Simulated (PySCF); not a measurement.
# Potassium: highly charged ions in a basis for the neutral atom

K⁶⁺ [Ne] 3s2 3p1, K⁷⁺ [Ne] 3s2. Calculation: PySCF 2.14, in def2-SVP; no relativity, point nucleus. No spin-orbit coupling, so a gap to NIST mixes the basis error with missing relativistic terms.

Changed run: basis of the neutral atom used for a highly charged ion. This setting is unsound on purpose.

| species | method | sound run (hartree) | changed run (hartree) | converged |
| --- | --- | --- | --- | --- |
| K⁶⁺ | UHF | not run | -587.06053 | yes |
| K⁶⁺ | M06-2X | not run | -587.58607 | yes |
| K⁶⁺ | M06-L | not run | -587.57167 | yes |
| K⁷⁺ | UHF | not run | -582.85232 | yes |
| K⁷⁺ | M06-2X | not run | -583.34984 | yes |
| K⁷⁺ | M06-L | not run | -583.33303 | yes |

Ionisation energy of K⁶⁺:

```csv
method,changed run (eV),NIST (eV)
UHF,114.51,117.56 ± 0.11
M06-2X,115.27,117.56 ± 0.11
M06-L,115.34,117.56 ± 0.11
```

The contracted functions were made for the neutral atom and can be too rigid for a highly charged ion.
